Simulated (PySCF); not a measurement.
**Electric field gradients and quadrupole coupling constants**

i-PeOMe, C6H14O.
Atom-mapped SMILES: `[CH3:1][O:2][CH2:3][CH2:4][CH:5]([CH3:6])[CH3:7]` (hydrogens: H8, H9, H10 on C1; H11, H12 on C3; H13, H14 on C4; H15 on C5; H16, H17, H18 on C6; H19, H20, H21 on C7)

Structure used (PBE0-D3(BJ)/def2-SVP), in Å, numbered top down from 1:
```xyz
21
C6H14O angstrom
C      2.788   -0.519    0.062
O      1.479   -0.441   -0.398
C      0.832   -1.679   -0.460
C     -0.585   -1.479   -0.953
C     -1.426   -0.506   -0.123
C     -1.577   -0.955    1.326
C     -2.787   -0.295   -0.775
H      3.434   -1.115   -0.614
H      2.848   -0.974    1.072
H      3.192    0.502    0.117
H      0.837   -2.163    0.540
H      1.374   -2.368   -1.141
H     -1.081   -2.466   -0.987
H     -0.542   -1.115   -1.993
H     -0.887    0.457   -0.124
H     -2.070   -1.940    1.387
H     -0.606   -1.031    1.837
H     -2.191   -0.241    1.897
H     -3.366   -1.234   -0.796
H     -2.686    0.057   -1.814
H     -3.384    0.450   -0.226
```

Field gradients from the PBE0/pcSseg-1 density (PySCF, non-relativistic), principal values in atomic units, ordered |Vxx| ≤ |Vyy| ≤ |Vzz|:

```tsv
atom	Vxx	Vyy	Vzz
O2	0.0025	1.9866	-1.9891
```

Find the asymmetry η = (Vxx − Vyy)/Vzz and the couplings χ = eQV/h (234.96 MHz × Q in barn × V in au), with Q(17O) = −0.0256 b.

```csv
atom,environment,nucleus,η,χzz (MHz),χxx (MHz),χyy (MHz)
O2,ether oxygen,17O,1.00,11.96,-0.02,-11.95
```

At O2 η is above 0.9: Vyy and Vzz are nearly equal in size and opposite in sign, so a small change could swap them and flip the sign of χzz. The tensor is traceless: Vxx + Vyy + Vzz = 0.

What is Vzz at O2 in SI units (1 au = 9.71736 × 10²¹ V/m²)?

-1.9891 au = -19.329 × 10²¹ V/m².

And the gradient at the other heavy atoms, for which no coupling is worked out here?

```csv
atom,environment,Vzz (au),η
C1,methoxy carbon,0.342,0.11
C3,sp3 carbon bound to oxygen,0.350,0.02
C4,chain CH2 carbon,-0.035,0.67
C5,sp3 CH carbon,-0.069,0.12
C6,methyl carbon,0.027,0.48
C7,methyl carbon,0.026,0.28
```

What couplings would deuterons (Q(2H) = 0.00286 b) have in place of the hydrogens, at this geometry?

```
atom  bonded to  bond length (Å)  Vzz (au)     η  χzz (kHz)
  H8         C1            1.109    0.2699  0.08        181
  H9         C1            1.109    0.2699  0.09        181
 H10         C1            1.099    0.2875  0.07        193
 H11         C3            1.111    0.2645  0.07        178
 H12         C3            1.111    0.2665  0.08        179
 H13         C4            1.105    0.2818  0.03        189
 H14         C4            1.103    0.2836  0.04        191
 H15         C5            1.104    0.2779  0.02        187
 H16         C6            1.104    0.2880  0.02        194
 H17         C6            1.100    0.2935  0.02        197
 H18         C6            1.101    0.2924  0.02        197
 H19         C7            1.104    0.2879  0.02        193
 H20         C7            1.101    0.2917  0.02        196
 H21         C7            1.101    0.2922  0.02        196
```

Geometry: PBE0-D3(BJ)/def2-SVP, one conformer, isolated molecule. The small basis limits the accuracy of the gradients.
